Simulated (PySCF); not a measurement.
Be2H2, SMILES [BeH][BeH]. Atoms are numbered in the order given.

```xyz
4

H      0.0000     0.0000    -2.3969
Be     0.0000     0.0000    -1.0514
Be     0.0000     0.0000     1.0514
H      0.0000     0.0000     2.3969
```

Geometry optimised at PBE0-D3(BJ)/def2-TZVPD.

Method: PBE/def2-TZVPD (PySCF).

Gas-phase values at a fixed geometry.

- total energy = -30.54207 hartree
- point group = D∞h
- highest occupied level = -5.96 eV
- lowest empty level = -2.74 eV
- orbital gap = 3.22 eV
- dipole moment = 0.00 D
- quadrupole, principal values (traceless, Buckingham form, about the centre of nuclear charge) = -10.87, 5.43, 5.43 D·Å
- mean static polarisability = 42.6 bohr³ (6.31 Å³)
- polarisability, principal values = 41.3, 41.3, 45.2 bohr³
